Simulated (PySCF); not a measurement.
`C([C@H]1[C@H](C)NC1)[SeH]`, C5H11NSe

Geometry:
```json
{"atom": "C1", "x (Å)": "-0.818", "y (Å)": "-1.751", "z (Å)": "-0.719"}
{"atom": "C2", "x (Å)": "-0.745", "y (Å)": "-0.500", "z (Å)": "0.135"}
{"atom": "N3", "x (Å)": "-1.748", "y (Å)": "0.516", "z (Å)": "-0.208"}
{"atom": "C4", "x (Å)": "-0.745", "y (Å)": "1.580", "z (Å)": "-0.211"}
{"atom": "C5", "x (Å)": "0.367", "y (Å)": "0.517", "z (Å)": "-0.196"}
{"atom": "C6", "x (Å)": "1.461", "y (Å)": "0.700", "z (Å)": "0.826"}
{"atom": "Se7", "x (Å)": "2.549", "y (Å)": "-0.932", "z (Å)": "1.059"}
{"atom": "H8", "x (Å)": "-0.884", "y (Å)": "-1.478", "z (Å)": "-1.768"}
{"atom": "H9", "x (Å)": "0.069", "y (Å)": "-2.359", "z (Å)": "-0.559"}
{"atom": "H10", "x (Å)": "-1.696", "y (Å)": "-2.334", "z (Å)": "-0.457"}
{"atom": "H11", "x (Å)": "-0.728", "y (Å)": "-0.776", "z (Å)": "1.200"}
{"atom": "H12", "x (Å)": "-2.525", "y (Å)": "0.625", "z (Å)": "0.433"}
{"atom": "H13", "x (Å)": "-0.803", "y (Å)": "2.212", "z (Å)": "-1.100"}
{"atom": "H14", "x (Å)": "-0.735", "y (Å)": "2.218", "z (Å)": "0.681"}
{"atom": "H15", "x (Å)": "0.791", "y (Å)": "0.345", "z (Å)": "-1.187"}
{"atom": "H16", "x (Å)": "1.049", "y (Å)": "0.897", "z (Å)": "1.819"}
{"atom": "H17", "x (Å)": "2.137", "y (Å)": "1.513", "z (Å)": "0.555"}
{"atom": "H18", "x (Å)": "2.993", "y (Å)": "-0.988", "z (Å)": "-0.316"}
```

Computed with GIAO B97-2/pcSseg-1 magnetisability, rotational g tensor and spin-rotation constants, non-relativistic, gas phase (PySCF 2.14.0). Geometry: GFN2-xTB.

The calculation is non-relativistic, which matters for the atoms heavier than Zn.

Task: Give the nuclear spin-rotation constants along the inertial axes (H = +C I·J) beside the isotropic shieldings.

Result: Rotational constants 3.5261, 0.8865, 0.7487 GHz. A star marks the isotopologue with that one atom substituted, in its own axes.
| atom | isotope | Caa (kHz) | Cbb (kHz) | Ccc (kHz) | mean (kHz) | σ (ppm) |
| --- | --- | --- | --- | --- | --- | --- |
| N3 | 14N | 0.162 | 0.037 | 0.036 | 0.078 | 224.2 |
| H8 | 1H | -0.328 | -0.093 | 0.004 | -0.139 | 30.6 |
| H9 | 1H | 0.042 | -0.077 | -0.082 | -0.039 | 30.1 |
| H10 | 1H | -0.272 | -0.040 | -0.051 | -0.121 | 30.4 |
| H11 | 1H | -0.301 | -0.091 | 0.029 | -0.121 | 28.1 |
| H12 | 1H | -0.280 | -0.116 | -0.011 | -0.136 | 31.2 |
| H13 | 1H | -0.213 | -0.077 | 0.000 | -0.097 | 28.1 |
| H14 | 1H | -0.359 | -0.020 | -0.027 | -0.135 | 28.6 |
| H15 | 1H | -0.420 | -0.095 | 0.030 | -0.162 | 29.9 |
| H16 | 1H | -0.371 | -0.095 | 0.015 | -0.150 | 29.8 |
| H17 | 1H | -0.340 | -0.012 | -0.043 | -0.132 | 28.6 |
| H18 | 1H | -0.443 | -0.110 | 0.018 | -0.178 | 30.6 |
| C1 | 13C* | 0.582 | 0.124 | 0.127 | 0.278 | 157.6 |
| C2 | 13C* | 0.628 | 0.207 | 0.172 | 0.336 | 121.1 |
| C4 | 13C* | 0.609 | 0.187 | 0.150 | 0.316 | 132.8 |
| C5 | 13C* | 0.717 | 0.151 | 0.139 | 0.336 | 139.7 |
| C6 | 13C* | 0.559 | 0.155 | 0.132 | 0.282 | 150.0 |
| Se7 | 77Se* | 4.699 | 1.224 | 1.064 | 2.329 | 1829.0 |

For the geometry as given, no vibrational averaging.

Task: How do the rotational constants and the g tensor change when H8, H9, H10, H11, H12, H13, H14, H15, H16, H17, H18 are replaced by deuterium?

Result: Constants 2.7088, 0.8110, 0.6766 GHz; g -0.0027, -0.0033, -0.0072, against -0.0034, -0.0036, -0.0079 before.
